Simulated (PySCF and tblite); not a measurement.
The numbers below are computed, except where a source is named.
Stationary points of C₇H₈N₂ at GFN2-xTB, in Å:

Structure A

```
 1 C     2.581    1.857    0.121
 2 C     1.854    0.922    0.286
 3 C     0.973   -0.225    0.450
 4 C     1.729   -1.434    0.196
 5 N     2.320   -2.387   -0.023
 6 C    -0.223   -0.147   -0.509
 7 C    -1.247    0.927   -0.110
 8 N    -2.067   -0.116    0.510
 9 C    -1.327   -1.168   -0.191
10 H     3.214    2.684   -0.006
11 H     0.599   -0.256    1.481
12 H     0.124   -0.118   -1.542
13 H    -0.909    1.687    0.599
14 H    -1.699    1.423   -0.976
15 H    -3.065   -0.072    0.341
16 H    -1.812   -1.561   -1.092
17 H    -1.052   -2.005    0.456
```

Structure B

```
 1 C     2.583    1.858    0.084
 2 C     1.862    0.920    0.262
 3 C     0.988   -0.228    0.447
 4 C     1.738   -1.436    0.164
 5 N     2.327   -2.386   -0.072
 6 C    -0.234   -0.146   -0.476
 7 C    -1.256    0.946   -0.104
 8 N    -2.213   -0.097    0.122
 9 C    -1.338   -1.186   -0.199
10 H     3.211    2.686   -0.058
11 H     0.656   -0.267    1.494
12 H     0.091   -0.111   -1.516
13 H    -0.990    1.541    0.782
14 H    -1.505    1.638   -0.920
15 H    -3.161   -0.074    0.431
16 H    -1.636   -1.783   -1.072
17 H    -1.123   -1.876    0.631
```

Structure C

```
 1 C     2.579    1.863    0.057
 2 C     1.867    0.920    0.241
 3 C     1.001   -0.233    0.441
 4 C     1.749   -1.438    0.137
 5 N     2.332   -2.387   -0.113
 6 C    -0.237   -0.152   -0.460
 7 C    -1.269    0.934   -0.119
 8 N    -2.331   -0.069   -0.223
 9 C    -1.361   -1.167   -0.196
10 H     3.199    2.695   -0.095
11 H     0.697   -0.277    1.496
12 H     0.067   -0.126   -1.507
13 H    -1.127    1.365    0.879
14 H    -1.380    1.745   -0.842
15 H    -3.033   -0.066    0.508
16 H    -1.540   -1.911   -0.974
17 H    -1.262   -1.679    0.769
```

Level: PBE0/pcSseg-1 + D3(BJ) on GFN2-xTB stationary points, with GFN2-xTB thermal terms.

Problem. Which structure is a saddle point, and along which motion?

Solution. B: one imaginary mode (637i cm⁻¹ at GFN2-xTB, mostly on H15, N8), along the pyramidal inversion at N8.

Problem. Give their symmetry and energies above the lowest.

Solution. A C1, 0.0 kcal/mol; B C1, 5.5 kcal/mol; C C1, 1.1 kcal/mol.
